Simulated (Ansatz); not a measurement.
C$_{2}$H$_{7}$AlO$_{2}$, SMILES `C[O][Al]([CH3])[OH]`: the same geometry under several functionals.

```yaml
crystal:
  periodic: [false, false, false]
  atoms:
    - {symbol: C, position_ang: [-1.404712, -0.274329, 1.507092]}
    - {symbol: O, position_ang: [-0.217861, 0.396425, 1.210827]}
    - {symbol: Al, position_ang: [0.797433, 0.468388, -0.138708]}
    - {symbol: C, position_ang: [0.451393, -0.514733, -1.773049]}
    - {symbol: O, position_ang: [2.171028, 1.453755, -0.023370]}
    - {symbol: H, position_ang: [-2.196080, 0.442873, 1.751569]}
    - {symbol: H, position_ang: [-1.761403, -0.896017, 0.674912]}
    - {symbol: H, position_ang: [-1.266080, -0.926899, 2.376204]}
    - {symbol: H, position_ang: [-0.519752, -0.248570, -2.200515]}
    - {symbol: H, position_ang: [1.216675, -0.314595, -2.525862]}
    - {symbol: H, position_ang: [0.432117, -1.593459, -1.591853]}
    - {symbol: H, position_ang: [2.374242, 1.952061, 0.766652]}
basis:
  gaussian: {orbitals: def2-TZVPP}
hamiltonian: {xc: {name: CAM-B3LYP}, dispersion: d4}
output: {orbitals: {seedname: orbitals}}
```

```sh
$ ansatz run in.yaml --threads 4 --pin off --events-out ev --progress --plain
```

It prints (some lines left out):

```
Functional definition: CAM-B3LYP
  name "CAM-B3LYP"
  cite "Yanai, Tew & Handy, Chem. Phys. Lett. 393, 51 (2004) doi:10.1016/j.cplett.2004.06.011"
  cite "Iikura, Tsuneda, Yanai & Hirao, J. Chem. Phys. 115, 3540 (2001) doi:10.1063/1.1383587"
  cite "Becke, Phys. Rev. A 38, 3098 (1988) doi:10.1103/PhysRevA.38.3098"
  cite "Lee, Yang & Parr, Phys. Rev. B 37, 785 (1988) doi:10.1103/PhysRevB.37.785"
  cite "Vosko, Wilk & Nusair, Can. J. Phys. 58, 1200 (1980) doi:10.1139/p80-159"
  parameter alpha = 0.19
  parameter beta = 0.46
  parameter omega = 0.33/bohr
  parameter ac = 0.81
  # Exact exchange under (alpha + beta erf(omega r))/r, Becke's under what is left of 1/r.
  exchange = (1 - alpha - beta)*b88_x + beta*b88_x_sr(omega) + alpha*exact_x + beta*exact_x_lr(omega)
  correlation = (1 - ac)*vwn5_c + ac*lyp_c
1363 factors; their error is unknown
357 factors; integrals over basis functions are off by at most 1.3e-5 eV
mean field evaluation 1: about -12870.2506 eV, gradient 8.5e1 eV
mean field evaluation 2: about -12863.5897 eV, gradient 1.1e2 eV
mean field evaluation 4: about -12882.9236 eV, gradient 3.3e0 eV
mean field evaluation 8: about -12882.9446 eV, gradient 7.4e-2 eV
mean field evaluation 16: about -12882.9459 eV, gradient 2.8e-5 eV
mean field -12882.94591944 eV, -473.4395301651 hartree, gradient 2.8e-5 eV, S^2 0.000000; 0 other end points of the search recorded, 0 dependent functions left out
reference -12882.94607132 eV, -473.4395357466 hartree; 24, 24 occupied and 240, 240 virtual orbitals, 1363 factors
Total energy: -12883.11570856 eV, -473.4457698003 hartree
```

Hardware: 4 threads of a server CPU on a shared host. Wall time 2.9 s, peak host memory 0.72 GiB.

The same input with `hamiltonian: {xc: {name: LC-wPBE}, dispersion: d4}` (abridged; 2.4 s):

```
WARN the engine holds no damping parameters fitted to this dispersion correction and functional, so the run takes those fitted to pbe0 (hamiltonian.dispersion, under Limitations)
Functional definition: LC-wPBE
mean field evaluation 16: about -12879.3070 eV, gradient 1.4e-4 eV
mean field -12879.30704940 eV, -473.3058041575 hartree, gradient 4.6e-5 eV, S^2 0.000000
Total energy: -12879.47417974 eV, -473.3119460841 hartree
```

The same input with `hamiltonian: {xc: {name: B3LYP}, dispersion: d4}` and forces (abridged; 3.9 s):

```
Functional definition: B3LYP
mean field evaluation 16: about -12886.1263 eV, gradient 2.2e-4 eV
mean field -12886.12626056 eV, -473.5564055457 hartree, gradient 3.7e-5 eV, S^2 0.000000
Total energy: -12886.44019160 eV, -473.5679422984 hartree
Atom 0 force    -0.328000    -0.168636     0.118414 eV/Å
Atom 1 force     0.208744     0.123834    -0.038353 eV/Å
Atom 2 force     0.003742    -0.012687    -0.034956 eV/Å
Atom 3 force    -0.009264    -0.041613    -0.076701 eV/Å
Atom 4 force     0.045803     0.031745     0.002016 eV/Å
Atom 5 force     0.031142    -0.039561    -0.010562 eV/Å
Atom 6 force     0.013029     0.027937     0.041872 eV/Å
Atom 7 force    -0.014404     0.027426    -0.041108 eV/Å
Atom 8 force     0.044731    -0.017935     0.011341 eV/Å
Atom 9 force    -0.042710    -0.018241     0.026082 eV/Å
Atom 10 force    -0.000884     0.046044    -0.017621 eV/Å
Atom 11 force     0.048072     0.041688     0.019576 eV/Å
Dipole moment:    -0.212658    -0.112351     0.071233 e Å
```

With the line `hamiltonian: {xc: {name: r2SCANh}, dispersion: d4}` (abridged; 4.1 s):

```
Functional definition: r2SCANh
mean field evaluation 16: about -12880.7501 eV, gradient 7.6e-5 eV
mean field -12880.75009801 eV, -473.3588352159 hartree, gradient 2.8e-5 eV, S^2 0.000000
Total energy: -12880.80433894 eV, -473.3608285334 hartree
```

The same input with `hamiltonian: {xc: {name: revPBE}, dispersion: d4}` (abridged; 1.7 s):

```
Functional definition: revPBE
mean field evaluation 16: about -12881.5731 eV, gradient 5.5e-4 eV
mean field -12881.57313195 eV, -473.3890811552 hartree, gradient 2.5e-5 eV, S^2 0.000000
Total energy: -12882.17019129 eV, -473.4110226812 hartree
```

Changing it to `hamiltonian: {xc: {name: wB97M-V}}` and forces (abridged; 8.5 s):

```
Functional definition: wB97M-V
mean field evaluation 16: about -12882.2643 eV, gradient 6.7e-5 eV
mean field -12882.26428761 eV, -473.4144806572 hartree, gradient 6.7e-5 eV, S^2 0.000000
Total energy: -12882.26434456 eV, -473.4144827502 hartree
Atom 0 force    -0.322098    -0.168761     0.109513 eV/Å
Atom 1 force     0.179749     0.114529    -0.015682 eV/Å
Atom 2 force    -0.019376    -0.053875    -0.090669 eV/Å
Atom 3 force    -0.011221    -0.021758    -0.029053 eV/Å
Atom 4 force     0.050472     0.057656     0.051924 eV/Å
Atom 5 force     0.073609    -0.069946    -0.024622 eV/Å
Atom 6 force     0.037067     0.053487     0.062158 eV/Å
Atom 7 force    -0.014903     0.060340    -0.084043 eV/Å
Atom 8 force     0.070840    -0.022391     0.024649 eV/Å
Atom 9 force    -0.061344    -0.019034     0.053336 eV/Å
Atom 10 force     0.001159     0.075967    -0.019692 eV/Å
Atom 11 force     0.016044    -0.006214    -0.037819 eV/Å
Dipole moment:    -0.212722    -0.111769     0.072614 e Å
```

LC-ωPBE has ω = 0.4 bohr⁻¹; the program lends it PBE0's D4 damping.

B3LYP takes the VWN-RPA correlation (the form of Gaussian; ORCA's B3LYP/G).
